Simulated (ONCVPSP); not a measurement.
**Reading a pseudo-wave (P)**

Columns: radius, all-electron u(r) and pseudo u(r) of the 2s shell (level -179.00 eV) of phosphorus in the configuration [He] 2s2 2p6 3s2 3p2.5; PBE, scalar-relativistic, ONCV scheme, ONCVPSP 4.0.1.

```csv
r (bohr),all-electron,pseudo
0.035,-0.6091,0.1484
0.070,-0.6288,0.2979
0.105,-0.3707,0.4489
0.140,-0.0151,0.6006
0.175,0.3470,0.7506
0.210,0.6703,0.8952
0.245,0.9362,1.0298
0.280,1.1404,1.1491
0.315,1.2865,1.2488
0.350,1.3805,1.3249
0.385,1.4302,1.3748
0.420,1.4447,1.3987
0.455,1.4307,1.3973
0.490,1.3954,1.3738
0.525,1.3443,1.3320
0.560,1.2821,1.2761
0.595,1.2124,1.2099
0.630,1.1385,1.1376
0.665,1.0626,1.0623
0.700,0.9866,0.9864
0.735,0.9119,0.9117
0.770,0.8396,0.8394
0.805,0.7703,0.7702
0.840,0.7046,0.7045
0.875,0.6427,0.6426
0.910,0.5849,0.5847
```

Q: How many radial nodes do the two functions have?

A: The all-electron 2s function has n − l − 1 = 1; the pseudo-wave has 0, since the states of the same l below it are removed with the core.

Q: At about which radius was the pseudo-wave matched?

A: 0.70 bohr, where the columns begin to agree (steps of 0.04 bohr).

Q: Where does each function peak?

A: Outermost all-electron maximum near 0.42 bohr, pseudo maximum near 0.42 bohr (to the table’s step).

Q: Is the pseudo-wave norm-conserving?

A: Yes: the ONCV scheme keeps the norm inside the radius equal to the all-electron one, which fixes the energy derivative of the logarithmic derivative at the level.
